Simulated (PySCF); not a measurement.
This PySCF input asks for the NMR shieldings of `B1(CC=C)C=CC=CC=C1`, C$_{9}$H$_{11}$B; the geometry comes from GFN2-xTB.

```python
import basis_set_exchange as bse
import numpy as np
from pyscf import gto, dft
from pyscf.prop import nmr

atoms = """
C     3.563985    0.429346    0.402422
C     2.672441    0.002757   -0.474574
C     1.624236   -1.022904   -0.203324
B     0.125967   -0.459650   -0.102965
C    -0.103647    1.035476    0.103778
C    -1.278008    1.716757    0.208830
C    -2.600728    1.217270    0.157089
C    -3.060408   -0.059977    0.018513
C    -2.353854   -1.277749   -0.119183
C    -1.008543   -1.480669   -0.174387
H     3.603631    0.035291    1.405711
H     4.291800    1.187286    0.162923
H     2.658017    0.422244   -1.473806
H     1.676353   -1.789242   -0.983004
H     1.856484   -1.528479    0.739528
H     0.782883    1.659144    0.181928
H    -1.227010    2.793038    0.352651
H    -3.367892    1.978433    0.253118
H    -4.140168   -0.167896    0.020161
H    -2.999853   -2.149023   -0.191641
H    -0.724606   -2.524511   -0.284238
"""
names = dict.fromkeys(["C", "B", "H"], "pcSseg-1")
basis = {el: gto.basis.parse(bse.get_basis(n, elements=[el], fmt="nwchem")) for el, n in names.items()}
mol = gto.M(atom=atoms, basis=basis, charge=0, verbose=0)
mf = dft.RKS(mol, xc="PBE0")
mf.grids.level = 2
mf.grids.alignment = dft.numint.BLKSIZE   # the property module wants whole blocks of grid points
mf.conv_tol = 1e-9
mf.kernel()

calc = nmr.RKS(mf)   # GIAO
C = mf.mo_coeff
Co = C[:, mf.mo_occ > 0]
resp = mf.gen_response(singlet=True, hermi=2)
def vind(x):   # induced exchange potential for any number of trial vectors
    d = np.einsum("pi,xij,qj->xpq", C, 2 * x.reshape(-1, C.shape[1], Co.shape[1]), Co, optimize=True)
    return np.einsum("xpq,pi,qj->xij", resp(d - d.transpose(0, 2, 1)), C, Co, optimize=True).ravel()
mo1, _ = nmr.rhf.solve_mo1(calc, with_cphf=vind)
sigma = calc.kernel(mo1)
for i, s in enumerate(sigma):   # ppm
    w = np.linalg.eigvalsh((s + s.T) / 2)
    print("%2d %-2s iso %8.1f  s11 %8.1f  s22 %8.1f  s33 %8.1f" % (i, mol.atom_pure_symbol(i), w.mean(), *w))
```

Problem. What does it print?

Solution. 
```
 0 C  iso     67.8  s11    -43.6  s22     91.6  s33    155.4
 1 C  iso     36.8  s11    -89.0  s22     37.1  s33    162.3
 2 C  iso    148.4  s11    135.2  s22    140.8  s33    169.3
 3 B  iso     50.7  s11      9.8  s22     17.3  s33    125.0
 4 C  iso     25.2  s11   -113.6  s22     11.5  s33    177.7
 5 C  iso     32.3  s11    -88.1  s22     25.4  s33    159.7
 6 C  iso     43.9  s11    -68.6  s22     41.0  s33    159.2
 7 C  iso     44.0  s11    -68.1  s22     40.9  s33    159.3
 8 C  iso     33.0  s11    -86.7  s22     25.8  s33    159.9
 9 C  iso     24.1  s11   -113.2  s22     18.7  s33    166.8
10 H  iso     26.4  s11     22.7  s22     26.0  s33     30.5
11 H  iso     26.3  s11     22.9  s22     25.8  s33     30.2
12 H  iso     25.3  s11     22.6  s22     25.5  s33     27.7
13 H  iso     29.0  s11     24.2  s22     29.0  s33     33.8
14 H  iso     29.2  s11     25.0  s22     30.2  s33     32.2
15 H  iso     23.1  s11     18.1  s22     20.3  s33     30.9
16 H  iso     23.4  s11     19.2  s22     22.7  s33     28.3
17 H  iso     24.0  s11     20.0  s22     24.0  s33     28.2
18 H  iso     24.1  s11     20.0  s22     24.1  s33     28.1
19 H  iso     23.4  s11     19.4  s22     23.0  s33     27.9
20 H  iso     23.4  s11     18.9  s22     21.3  s33     29.9
```

These numbers come from an equivalent density-fitted implementation of the same equations, which agrees with the script to about 0.01 ppm for H and up to a few tenths of a ppm for heavy atoms, so last digits may differ.

Size and cost of the density-fitted run: 225 basis functions, 58 s wall time on 1 thread of an Arm Neoverse V2, shared host; peak memory 1 GiB.
